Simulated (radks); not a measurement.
Spherical quantum dot in the effective-mass picture: electrons in a parabolic well V = omega^2 r^2 / 2 with omega = 0.0571, with a point charge +2 (a donor) at the centre, all in effective atomic units (hartree* = m*/eps^2 hartree, bohr* = eps/m* bohr), one dielectric constant everywhere. Method: non-relativistic Kohn-Sham, PBE, spin-polarised, spherical densities; computed with a radial shooting solver with Libxc functionals. Levels are named by radial order and angular momentum (1s, 1p, 1d, 2s, ...), and open shells are averaged over m. Results are scaled to m* = 0.073 and eps = 17.1, for which hartree* = 6.793 meV and bohr* = 12.4 nm. Each electron was tried in the lowest free levels, single moves between levels near the top were tried too, and the lowest total energy was kept; such a search can miss a lower state. At N = 1 the Hartree and exchange-correlation terms need not cancel, so that row can carry a self-interaction error.

\begin{tabular}{lrrrrrrr}
N & open shells & 2S & E (meV) & mu = E(N) - E(N-1) (meV) & addition energy mu(N+1) - mu(N) (meV) & e(HOMO) (meV) & rms radius (nm) \\ \hline
1 & 1s(up 1, down 0) & 1 & -13.5357 & -13.536 & 7.446 & -10.484 & 10.93 \\
2 & none & 0 & -19.6249 & -6.0892 & 6.779 & -3.9078 & 13.83 \\
3 & 2s(up 1, down 0) & 1 & -18.9354 & 0.68958 & 0.8824 & 1.0640 & 44.54 \\
4 & none & 0 & -17.3634 & 1.5720 & 0.8476 & 1.9155 & 60.26 \\
5 & 1p(up 1, down 0) & 1 & -14.9438 & 2.4196 & 0.6074 & 2.7397 & 73.21 \\
6 & 1p(up 3, down 0) 2s(up 1, down 0) & 4 & -11.9167 & 3.0270 & 0.6400 & 3.3207 & 83.55 \\
7 & 1p(up 3, down 0) & 3 & -8.24973 & 3.6670 & 0.6479 & 3.9318 & 92.31 \\
8 & 1p(up 3, down 1) & 2 & -3.93487 & 4.3149 & 0.5043 & 4.5676 & 100.3 \\
9 & 1p(up 3, down 2) & 1 & 0.884250 & 4.8191 & 0.4956 & 5.0690 & 107.3 \\
10 & none & 0 & 6.19897 & 5.3147 & 0.6227 & 5.5581 & 113.6 \\
11 & 1d(up 1, down 0) & 1 & 12.1363 & 5.9374 & 0.4473 & 6.1621 & 119.8 \\
12 & 1d(up 2, down 0) & 2 & 18.5210 & 6.3847 & 0.4398 & 6.6060 & 125.4 \\
13 & 1d(up 3, down 0) & 3 & 25.3455 & 6.8245 & 0.4311 & 7.0415 & 130.5 \\
14 & 1d(up 4, down 0) & 4 & 32.6011 & 7.2556 & 0.4223 & 7.4682 & 135.3 \\
15 & 1d(up 5, down 0) & 5 & 40.2791 & 7.6779 & 0.5083 & 7.8862 & 139.7 \\
16 & 1d(up 5, down 1) & 4 & 48.4653 & 8.1862 & 0.3902 & 8.3817 & 144.0 \\
17 & 1d(up 5, down 2) & 3 & 57.0417 & 8.5764 & 0.3868 & 8.7705 & 148.0 \\
18 & 1d(up 5, down 3) & 2 & 66.0049 & 8.9632 & 0.3822 & 9.1552 & 151.8 \\
19 & 1d(up 5, down 4) & 1 & 75.3503 & 9.3454 & 0.3770 & 9.5348 & 155.4 \\
20 & none & 0 & 85.0728 & 9.7225 & 0.4831 & 9.9092 & 158.9 \\
21 & 1f(up 1, down 0) & 1 & 95.2784 & 10.206 & 0.3560 & 10.384 & 162.3 \\
22 & 1f(up 2, down 0) & 2 & 105.840 & 10.562 & 0.3532 & 10.739 & 165.7 \\
23 & 1f(up 3, down 0) & 3 & 116.755 & 10.915 & - & 11.090 & 168.8 \\
\end{tabular}

All shells are closed at N = 2, 4, 10, 20 (there: 1s2 1p6 1d10 2s2); the second difference of the energy has clear peaks (12 % above both neighbours; the first and last values, which can be the largest, are not judged, and half-filled shells can peak too) at N = 10, 15, 20.
